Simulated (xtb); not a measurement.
AlCl₂, doublet, from a rough starting geometry (GFN-xTB shapes and energies of metal compounds can be far from the true ones).

Here is a job for xtb.
```
$ xtb mol.xyz --gfn 2 --uhf 1 --opt vtight --json

# file mol.xyz
3

Al     0.02055468     0.70066280     0.05165389
Cl     1.77891845    -0.34086335     0.03819003
Cl    -1.85924531    -0.34904420    -0.01391989
```

What does this run give for the total energy at the end of the optimisation, dipole moment?


| Item | Result |
|---|---|
| total energy at the end of the optimisation | -10.2558 Eh |
| dipole moment | 0.86 D |
